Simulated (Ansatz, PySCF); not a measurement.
This Ansatz (an electronic-structure program) input computes a CAM-B3LYP/def2-TZVPD energy:

Ansatz 0.2 input:
```yaml
crystal:
  periodic: [false, false, false]
  atoms:
    - {symbol: F, position_ang: [-1.80859123, 0.87204318, -0.12027153]}
    - {symbol: C, position_ang: [-1.19277641, -0.32990127, 0.05142083]}
    - {symbol: Br, position_ang: [0.75235255, -0.11834119, 0.01472242]}
    - {symbol: H, position_ang: [-1.44634856, -0.73385834, 1.02686496]}
    - {symbol: H, position_ang: [-1.45201134, -0.99318101, -0.76823070]}
basis:
  gaussian:
    orbitals: def2-TZVPD
hamiltonian:
  xc: {name: CAM-B3LYP}
output: {forces: true}
```

Problem. Write an input for the same energy in PySCF and say what it gives.

Solution. 
```python
from pyscf import gto, scf, dft

mol = gto.M(
    atom='''
    F    -1.80859123    0.87204318   -0.12027153
    C    -1.19277641   -0.32990127    0.05142083
    Br    0.75235255   -0.11834119    0.01472242
    H    -1.44634856   -0.73385834    1.02686496
    H    -1.45201134   -0.99318101   -0.76823070
    ''',
    basis='def2-tzvpd',
    charge=0,
    spin=0,
    verbose=4,
)

mf = dft.RKS(mol, xc='camb3lyp').density_fit(auxbasis='def2-universal-jkfit')
mf.grids.level = 3
mf.conv_tol = 1e-9
mf.max_cycle = 100
mf.max_memory = 1500
mf.kernel()
if not mf.converged:
    mf = mf.newton()
    mf.kernel(mf.make_rdm1())
mf.analyze()
```
It gives -2713.44020 Eh, and Ansatz -2713.44013 Eh, a difference of 0.07 mEh, from the treatment of integrals and grids.
